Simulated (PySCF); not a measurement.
Fill in the blanks.

C3H10PSi2 (doublet state).
Atom-mapped SMILES: `[CH2:1]=[CH:2][CH2:3][Si@@H:4]([SiH3:5])[PH:6]` (hydrogens: H7, H8 on C1; H9 on C2; H10, H11 on C3; H12 on Si4; H13, H14, H15 on Si5; H16 on P6)

Conformer (atom-mapped SMILES and torsion angles): `[CH2:1]=[CH:2][CH2:3][Si@@H:4]([SiH3:5])[PH:6]`: C1–C2–C3–Si4 -107°, C2–C3–Si4–Si5 170°, H–P6–Si4–C3 163°.

| property | level | value |
| --- | --- | --- |
| point group of the GFN2-xTB geometry | GFN2-xTB | C1 |
| rotational constants A, B, C of the GFN2-xTB geometry | GFN2-xTB | ? |
| isotropic g value | unrestricted B3LYP/pcH-1, mean-field spin–orbit | ? |
| spin squared ⟨S²⟩ | unrestricted B3LYP/pcH-1 | ? |
| largest isotropic hyperfine couplings (means over sets of like nuclei) | unrestricted B3LYP/pcH-1, mean-field spin–orbit | 31P +112.0 (P6), 29Si -54.2 (Si5), 1H +44.4 (H12), 1H -34.7 (H16), 29Si +29.4 (Si4) MHz |

The electronic properties come from PySCF, for the isolated species, density fitting. Hyperfine couplings depend on the geometry, which wasn't re-optimised at a DFT level. Couplings of like nuclei are plain means over topologically equivalent atoms, as if these changed places fast (by rotation of a methyl-like group, say); in this geometry the members of some sets differ.

(1) Give the isotropic g value.

(2) What are the rotational constants A, B, C of the GFN2-xTB geometry?

(3) Give the spin squared ⟨S²⟩.

Results:

(1) 2.01146.

(2) 2.079, 1.093, 0.771 GHz.

(3) 0.753.

g_iso is shifted by about +9140 ppm from the free-electron value 2.002319. ⟨S²⟩ is 0.003 above the pure-spin value S(S + 1) = 0.75. The rotational constants make it an asymmetric top with κ = (2B − A − C)/(A − C) = -0.51, nearer the prolate limit (−1).

One conformer stands for the species.
